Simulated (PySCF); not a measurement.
`N#C[SiH2][AsH][SiH3]`. Theory: PySCF, PBE0-D3(BJ)/def2-SVP geometry optimisation, gas phase.

```
atom  x, y, z in Å
N1    -1.7077    2.5521    0.3029
C2    -1.6677    1.3997    0.1749
Si3   -1.5182   -0.4393   -0.0556
As4    0.3849   -0.7591   -1.4140
Si5    1.8542    0.1530    0.2199
H6    -1.4180   -1.0326    1.3076
H7    -2.7608   -0.8998   -0.7349
H8     0.5607   -2.1836   -0.8913
H9     3.2250   -0.3561   -0.0791
H10    1.4685   -0.2260    1.6129
H11    1.8153    1.6356    0.0723
```

(1) Which two atoms are farthest apart?

(2) What is the repulsion energy of the bare nuclei, Σ ZA·ZB/RAB?

(3) Work out the bond lengths N1≡C2, Si3–H6, Si3–H7, Si5–H9 in bohr.

(4) Where is the centre of mass (commonest isotopes), and what is the radius of gyration?

(5) How far are the heavy atoms from their best plane (unweighted least squares)?

(6) What are the angles N1–C2–Si3, Si5–As4–H8, Si3–As4–Si5, Si3–As4–H8, H9–Si5–H11?

(7) How far apart are these pairs, which share no bond: N1···Si3, As4···H6, As4···H11, Si5···H7, Si5···H8, H6···H10, H7···H11?

(8) Give the dihedral angles C2–Si3–As4–H8, Si3–As4–Si5–H10, H6–Si3–As4–H8, H6–Si3–As4–Si5.

(9) Write the matrix of distances between heavy atoms (Å, lower triangle).

Answers

(1) H7···H9, 6.05 Å; the next longest distance is 5.74 Å.

(2) 471.08 Eh over 55 pairs, with full nuclear charges and distances in bohr; the largest single term is 103.60 Eh (Si3 with As4).

(3) For N1≡C2 the difference vector is (0.0400, -1.1524, -0.1280) Å, of length 1.1602 Å. 1 bohr = 0.529177 Å. N1≡C2 2.192; Si3–H6 2.816; Si3–H7 2.814; Si5–H9 2.820 bohr.

(4) Mass 162.925 u; centre at (-0.017, -0.095, -0.575) Å; Rg = √(Σ m r²/M) = 1.835 Å. As Ia + Ib + Ic = 2 Σ m r², the three principal moments sum to 1097.4 u·Å².

(5) 0.445 Å rms; N1 0.30, C2 0.05, Si3 0.58, As4 0.66, Si5 0.34 Å (magnitudes).

(6) From the scalar product of the two bond vectors; for N1–C2–Si3 it is -2.1547 Å² over 1.1602 × 1.8594 Å², cos θ = -0.998843. N1–C2–Si3 177.2°; Si5–As4–H8 92.9°; Si3–As4–Si5 92.9°; Si3–As4–H8 91.3°; H9–Si5–H11 110.1°.

(7) N1···Si3 3.019 Å (2 bonds apart); As4···H6 3.276 Å (2 bonds apart); As4···H11 3.161 Å (2 bonds apart); Si5···H7 4.829 Å (3 bonds apart); Si5···H8 2.893 Å (2 bonds apart); H6···H10 3.013 Å (4 bonds apart); H7···H11 5.293 Å (4 bonds apart).

(8) C2–Si3–As4–H8 157° (antiperiplanar); Si3–As4–Si5–H10 38° (synclinal); H6–Si3–As4–H8 39° (synclinal); H6–Si3–As4–Si5 -54° (synclinal). Dihedral signs follow IUPAC: positive where, seen along the central bond, the front bond turns clockwise onto the rear one.

(9) 
```
N1    0.000
C2    1.160  0.000
Si3   3.019  1.859  0.000
As4   4.277  3.376  2.360  0.000
Si5   4.295  3.736  3.435  2.379  0.000
```

Stationary, but not proved a minimum. One conformer, not necessarily the lowest.
